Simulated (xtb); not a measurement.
Cl4HSi2, SMILES Cl[SiH][Si](Cl)(Cl)Cl (connectivity only; charge and spin as stated), charge +1, multiplicity 1. All values are semi-empirical tight-binding results from xtb (GFN2-xTB unless named), good for trends rather than for accurate numbers. The structure is a stationary point at GFN2-xTB. The spin state was assumed, not searched. The isomer is the one that the SMILES or the coordinates give; other isomers of the formula were not compared. One conformer was computed; it need not be the lowest.

A frequency run showed that this geometry is not a minimum.

Computed properties:
| Quantity | Value |
|---|---|
| orbital gap | 2.36 eV |
| static polarisability (D4 model) | 114.4 bohr³ |
| solvation energy, GFN2-xTB/ALPB(water) | -50.1 kcal/mol |
| solvation energy, GFN2-xTB/ALPB(methanol) | -49.3 kcal/mol |
